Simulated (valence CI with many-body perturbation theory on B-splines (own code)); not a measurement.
# Ladder of approximations for Pd32+

Calculated by configuration interaction combined with many-body perturbation theory (CI+MBPT): four valence electrons over a frozen Dirac-Fock core [Ne], a basis of 11 s, 11 p, 9 d, 7 f, 5 g, 2 h, 1 i functions for each j, with the one-electron correlation potential Σ1 (screened to all orders), the two-electron term Σ2, the three-electron term Σ3, Breit, model QED; selected single and double excitations, second order for the rest (own B-spline code, finite nucleus).

No measured spectrum was set against this ion. As an estimate, large intervals hold to a few tenths of a per cent, small ones and those within an open d or f shell to about a per cent.

Each rung adds one term. CI alone is the Dirac-Coulomb CI over the frozen core; QED comes last and gives the full result, which names the levels. Energies are above (3s^2 3p1/2^2) J=0 on the same rung, in eV.

Levels are named by their leading jj configuration (3d3/2^4 stands for four electrons in 3d with j = 3/2), which in mixed levels can hold well under half, so a name can repeat and another be missing. Letters in brackets count levels of one name in rising energy.

```
                     Level  CI alone    + Σ1    + Σ2    + Σ3  + Breit    Full
    (3s^2 3p1/2 3p3/2) J=1     32.94   32.99   33.05   33.06    32.45   32.53
    (3s^2 3p1/2 3p3/2) J=2     38.16   38.21   38.23   38.24    37.53   37.61
        (3s^2 3p3/2^2) J=2     74.80   74.91   74.97   74.98    73.71   73.86
        (3s^2 3p3/2^2) J=0     86.33   86.44   86.46   86.43    85.27   85.41
    (3s 3p1/2^2 3p3/2) J=2    111.48  111.35  111.48  111.54   111.41  110.74
    (3s 3p1/2^2 3p3/2) J=1    128.11  127.99  127.93  127.98   127.83  127.22
(3s 3p1/2 3p3/2^2) J=2 [a]    142.05  141.97  142.13  142.19   141.54  141.01
    (3s 3p1/2 3p3/2^2) J=3    150.71  150.64  150.75  150.81   149.92  149.41
    (3s^2 3p1/2 3d3/2) J=2    151.20  151.09  151.02  151.02   150.06  149.97
    (3s 3p1/2 3p3/2^2) J=0    161.95  161.87  161.90  161.94   161.34  160.78
(3s 3p1/2 3p3/2^2) J=1 [a]    165.03  164.95  164.83  164.85   164.14  163.64
(3s 3p1/2 3p3/2^2) J=2 [b]    168.81  168.73  168.60  168.61   167.57  167.29
    (3s^2 3p1/2 3d5/2) J=3    172.85  172.78  172.56  172.50   171.12  171.08
    (3s^2 3p1/2 3d3/2) J=1    174.80  174.70  174.14  174.09   173.36  173.03
    (3s^2 3p1/2 3d5/2) J=2    179.99  179.92  179.37  179.30   178.27  178.04
(3s 3p1/2 3p3/2^2) J=1 [b]    180.97  180.88  180.30  180.25   179.55  179.13
          (3s 3p3/2^3) J=2    191.65  191.63  191.65  191.69   190.16  189.91
    (3s^2 3p3/2 3d5/2) J=4    201.35  201.34  201.26  201.23   199.20  199.28
    (3s^2 3p3/2 3d3/2) J=1    205.99  205.93  205.43  205.38   204.02  203.89
```

Problem. How does the ionisation energy move along the ladder, and which term matters most?

Solution. CI alone 1961.6, + Σ1 1962.6, + Σ2 1962.5, + Σ3 1962.3, + Breit 1960.7, + QED 1960.7 eV. The largest step is Breit, -1.7 eV. NIST lists 1962 ± 4 eV (semi-empirical).
